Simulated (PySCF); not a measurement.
**Dipole response of Sc⁺ (scandium, charge +1)**

[Ar] 3d1 4s1, high-spin 3D determinant. Calculation: PySCF 2.14, in def2-TZVPPD (6s6p4d2f1g, 67 functions); the non-relativistic Hamiltonian (point nucleus). Coupled (time-dependent) response in atomic units; α is the mean over directions.

| method | mean α (bohr³) | α xx, yy, zz | C₆ (like pair) | S(−4) |
| --- | --- | --- | --- | --- |
| PBEsol | 60.87 | 59.98, 59.98, 62.66 | 416.6 | 3262 |

S(−4) is the Cauchy moment in α(ω) = α(0) + S(−4) ω² + …

α(iu) at PBEsol:

```json
{"u (hartree)": "0", "α(iu) (bohr³)": "60.87"}
{"u (hartree)": "0.0500", "α(iu) (bohr³)": "53.76"}
{"u (hartree)": "0.100", "α(iu) (bohr³)": "40.24"}
{"u (hartree)": "0.200", "α(iu) (bohr³)": "21.37"}
{"u (hartree)": "0.300", "α(iu) (bohr³)": "13.10"}
{"u (hartree)": "0.500", "α(iu) (bohr³)": "6.980"}
{"u (hartree)": "0.750", "α(iu) (bohr³)": "4.356"}
{"u (hartree)": "1.00", "α(iu) (bohr³)": "3.141"}
{"u (hartree)": "1.50", "α(iu) (bohr³)": "1.927"}
{"u (hartree)": "2.00", "α(iu) (bohr³)": "1.306"}
{"u (hartree)": "3.00", "α(iu) (bohr³)": "0.7022"}
{"u (hartree)": "5.00", "α(iu) (bohr³)": "0.2925"}
```

For an ion, C₆ is the dispersion term alone; charge-induced terms of lower order in 1/R come first.

The components differ because the open shell of this determinant is not spherical; for a pure term their mean is the scalar polarisability.
